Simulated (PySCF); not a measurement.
# Electronic structure of B²⁺ (boron, charge +2) at the UHF level

Configuration: [He] 2p1, 2P determinant (an excited configuration). Computed with PySCF 2.14 in aug-cc-pV5Z, with no relativity, point nucleus.

```json
{
 "Total energy": "-23.153886 hartree",
 "One-electron energy": "-27.5958 hartree",
 "Hartree (Coulomb) energy": "7.6724 hartree",
 "Exchange energy": "-3.2305 hartree",
 "Kinetic energy": "23.15384 hartree",
 "⟨S²⟩": "0.7500",
 "⟨L²⟩": "2.000",
 "Sum of ⟨r⟩": "2.236 bohr",
 "Sum of ⟨r²⟩": "3.324 bohr²",
 "Traceless quadrupole moment −½Σ⟨3z² − r²⟩ along its main axis": "-1.22 e·bohr²",
 "Density at the nucleus (Gaussians lack the cusp)": "68.4 bohr⁻³",
 "Spin density at the nucleus": "-0.227 bohr⁻³",
 "Langevin diamagnetic susceptibility": "-2.63 ×10⁻⁶ cm³/mol"
}
```

| shell | electrons | mean orbital energy (hartree) | rms radius, mean of both spins (bohr) |
| --- | --- | --- | --- |
| 1s α | 1 | -8.78340 | 0.379 |
| 1s β | 1 | -8.76038 | 0.379 |
| 2p α | 1 | -1.16822 | 1.74 |

Spin-orbit constants ζ (cm⁻¹) from the X2C one-electron operator on these orbitals (non-relativistic here): bare nucleus, nucleus screened by l(l+1)(2l+1)/3 electrons, and screened by the Breit-Pauli mean field of the electrons.

```tsv
shell	bare	screened nucleus	mean field
2p	44.13	26.48	20.91
```

To first order the Landé constant is A = 20.91 cm⁻¹, so the lowest level has J = 1/2 and lies 0.00259 eV below the centre of the term.
